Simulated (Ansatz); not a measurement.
(1) Predict a relaxed structure of CdMeCl (CH₃CdCl), charge 0, singlet, at PBE0-D4/def2-TZVP (Ansatz).

Answers

(1) 
```xyz
6

Cd   -1.0823   -0.3237   -0.3947
C     0.8110    0.2429    0.2953
H     1.0992    1.1902   -0.1603
H     1.5416   -0.5213    0.0300
H     0.7868    0.3571    1.3790
Cl   -3.1563   -0.9452   -1.1494
```
Point group C3v (tolerance 0.1 Å). The metal has 2 neighbours: C 2.09 Å, Cl 2.29 Å. This is one stationary point.

In the def2 sets Cd takes a core potential; there is no spin–orbit coupling.
